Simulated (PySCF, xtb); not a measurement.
Ti(F)3(Me) (CH3F3Ti), SMILES [F][Ti]([F])([CH3])[F], multiplicity 1.

Harmonic wavenumbers (cm⁻¹) from GFN2-xTB (xtb 6.7.1) at its own minimum, in rising order: 64, 163, 164, 187, 187, 198, 513, 551, 565, 565, 659, 659, 1192, 1433, 1433, 2914, 2916, 2917.

Question: What does PBE-D3(BJ)/def2-SVP in PySCF give at its own minimum? (Estimate from the structure and the level; the computed values follow.)

Answer: 101, 162, 162, 194, 197, 197, 522, 522, 546, 718, 811, 811, 1094, 1335, 1335, 2954, 3073, 3073. Paired by order, the mean absolute difference is 68 cm⁻¹ and the zero-point energies are 24.7 and 25.5 kcal/mol.
